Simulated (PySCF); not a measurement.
Dipole response of Mn (manganese, neutral)

[Ar] 3d5 4s2, high-spin 6S determinant. All numbers are calculated (PySCF 2.14, scalar relativity by spin-free X2C-1e, in x2c-TZVPPall with one added diffuse shell each of s, p, d, f type (7s6p5d3f1g, 80 functions)). Coupled (time-dependent) response in atomic units; α is the mean over directions.

```json
{"method": "M06", "mean α (bohr³)": "58.58", "C₆ (like pair)": "486.7", "S(−4)": "2065"}
```

S(−4) is the Cauchy moment in α(ω) = α(0) + S(−4) ω² + …

Reference α: 68 ± 9 bohr³ (recommended; Schwerdtfeger and Nagle, table of static dipole polarizabilities (2023 update)). Published C₆: 552.0 (Chu and Dalgarno (2004); Tang, Norbeck and Certain (1976)).

α(iu) at M06:

```tsv
u (hartree)	α(iu) (bohr³)
0	58.58
0.0500	53.91
0.100	43.97
0.200	26.70
0.300	17.20
0.500	9.059
0.750	5.349
1.00	3.689
1.50	2.192
2.00	1.507
3.00	0.8633
5.00	0.3965
```

A single London oscillator, α(iu) = α/(1 + u²/ω²), gives C₆ = (3/4) ω α². Matching the computed C₆ needs ω = 4 × 486.7 / (3 × 58.58²) = 0.189 hartree.
